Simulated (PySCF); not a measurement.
**Two-dimensional NMR puzzle**

Compound of formula C$_{3}$H$_{10}$O$_{2}$Si$_{2}$. Correlations simulated from computed shifts and the bond graph:

HSQC (one-bond C–H):
```tsv
δH	δC
2.34	32.3
1.13	10.9
```

COSY cross peaks (H two or three bonds apart, from the bond graph; peaks can be absent where the dihedral angle is near 90°):
```tsv
δH	δH
5.10	3.86
2.34	1.13
```

HMBC (two and three bonds, from the bond graph):
```tsv
δH	δC
5.10	182.9
2.34	182.9, 10.9
1.13	182.9, 32.3
```

Carbons without hydrogens: δ 182.9.

PySCF 2.14.0 with density-fitted response routines calculation with structure optimised with GFN2-xTB and shieldings: GIAO PBE0/pcSseg-1; equivalent nuclei averaged, no solvent, a single conformation, non-relativistic.

Shifts are taken against calculated references (same method and geometry level): TMS for 1H and 13C.

Exchangeable hydrogens are left out of these lists.

Problem. Work out the connectivity.

Solution. `InChI=1S/C3H10O2Si2/c1-2-3(4)5-7-6/h2,7H2,1,6H3`.

Structure with atom numbers: `[CH3:1][CH2:2][C:3](=[O:4])[O:5][SiH2:6][SiH3:7]` (H(Xn): hydrogen on atom n).

1. δC 182.9 is C3, a carbonyl carbon.
2. δC 32.3 is C2, an sp3 CH2 α to a carbonyl (δH 2.34).
3. δC 10.9 is C1, a methyl carbon (δH 1.13).
4. HMBC from δH 5.10 reaches the proton-free carbon C3.
5. HMBC from δH 2.34 reaches the proton-free carbon C3.
6. HMBC from δH 1.13 reaches the proton-free carbon C3.
7. COSY links 5.10–3.86, 2.34–1.13.

The data come from this structure; uniqueness wasn't tested.

Shifts are as computed. Against solution values, carbons near 30 ppm lie about +3 ppm off and those near 130 ppm about +5 ppm. Of 1211 compounds with measured shifts, 218 miss one by over three times the rms of a fit or turn the order of signals round; such compounds aren't used in these exercises.
